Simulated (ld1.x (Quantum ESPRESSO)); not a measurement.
Se (Z = 34), TM: configuration errors across variants

selenium (Se), norm-conserving Troullier–Martins (Kleinman–Bylander form), made with ld1.x (Quantum ESPRESSO) 7.5 (PW91, scalar-relativistic). Core [Ar] 3d10, reference 4s2 4p2 (charge +2). Waves: 4s (bound): rc 1.45 bohr; 4p (bound): rc 1.30 bohr. Local part: all-electron potential smoothed inside 1.15 bohr (lloc = -1). Core correction: a·sin(br)/r model core inside 0.90 bohr.

All-electron excitation energies from the reference (eV): (1) 4s2 4p4 -31.326; (2) 4s2 4p3 -20.424; (3) 4s2 4p1 30.969; (4) 4s0 4p6 -9.309; (5) 4s1 4p4 -8.863; (6) 4s2 4p0 73.280; (7) 4s2 4p4.3 -32.933.

3 further variants failed, have other tests or another functional or relativity, and are left out.

A true bound ghost makes a file unfit for plane-wave use even where its test errors are small: the radial tests pick states by their node count and pass the ghost by.

Errors AE − PS in meV (a dash: test not solved or not reliable):

```tsv
change	(1)	(2)	(3)	(4)	(5)	(6)	(7)	bound ghosts
base	+2.6	-0.3	-22	+8.6	+3.9	-139	+4.8	s, d
local potential all-electron potential smoothed inside 1.54 bohr (lloc = -1)	+13	+4.3	-9.7	+6.7	+3.7	-62	+16	d
core correction a·sin(br)/r model core inside 0.70 bohr	+2.5	-0.4	-22	+8.4	+3.9	-140	+4.7	s, d
```

Give the same row for: all radii but the core radius scaled by about 0.76 (s 1.10, p 0.98 bohr); local potential all-electron potential smoothed inside 0.88 bohr (lloc = -1).

+57, +18, -2.6, +3.6, +2.3, -197, +69; bound ghosts: p, s, d.
